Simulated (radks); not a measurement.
The numbers below are computed, except where a source is named.
Question: Successive ionisation energies (eV) of one element, from differences of total energies of ions in their ground configurations, starting at charge 0: 8.949, 20.252, 33.285, 47.636, 63.044. Level of theory: scalar-relativistic Kohn-Sham, PBE, spin-polarised, spherical densities, finite nucleus; open shells are filled with parallel spins first (spin-orbit coupling, left out, can overturn this in heavy ions); Fermi nuclear charge, rms radius 4.5318 fm (a radial shooting solver on a logarithmic mesh with Libxc functionals). Which element is it?

Answer: Palladium (Z = 46). The first species listed is Pd in [Kr] 4d10, the last Pd4+ in [Kr] 4d6.
